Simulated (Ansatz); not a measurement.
Mulliken charges of BrH3HfO3 (`[OH][Hf]([OH])([OH])[Br]`) from B3LYP/def2-TZVPP in Ansatz (PBE0-D4/def2-TZVP geometry).

```
atom   x (Å)   y (Å)   z (Å)  charge (e)
  O1  -1.730   0.021  -0.617      -0.431
 Hf2  -0.022   0.206   0.227       1.085
  O3   0.527  -1.476   0.958      -0.431
  O4   1.271   0.814  -1.047      -0.431
 Br5  -0.203   1.908   2.103      -0.331
  H6  -2.547  -0.382  -0.892       0.180
  H7   1.079  -2.231   1.136       0.180
  H8   1.626   1.139  -1.868       0.180
```

**Question.** By hand: the dipole of these point charges (1 e Å = 4.8032 D).

**Answer.** Σ q r = (0.042, -0.397, -0.438) e Å, of length 0.593 e Å = 2.85 D.

**Question.** How does the dipole of the full density compare? (Estimate.)

**Answer.** Ansatz gave: (0.057, -0.535, -0.590) e Å, 3.84 D; the point charges give 0.74 times that, at 0° from its direction.

Point charges leave out the atoms' own dipoles, such as those of lone pairs, and Mulliken's split depends on the basis, so the two needn't agree.

B3LYP here is the variant with VWN-RPA as its local correlation; programs differ in this.
